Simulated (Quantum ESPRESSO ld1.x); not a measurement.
The mean radii <r> (bohr) of the occupied orbitals of an atom or ion are listed with their occupations. Method: scalar-relativistic Kohn-Sham, revPBE, spin-unpolarised, spherical densities, point nucleus; computed with ld1.x of Quantum ESPRESSO 7.5.

orbital  occ.      <r>
1s          2  0.03515
2s          2   0.1513
2p          6   0.1315
3s          2   0.3713
3p          1   0.3600

Name the element and its charge.

Answer. Z = 42, molybdenum, charge +29: Mo29+ in [Ne] 3s2 3p1. The 1s radius gives Z: for a bare nucleus <r> = (2 gamma + 1)/(2Z) with gamma = sqrt(1 - (Z/c)^2), 0.03457 bohr for Z = 42, and screening makes it slightly larger (0.03515 here). The occupations add up to 13, and the charge is Z minus that.
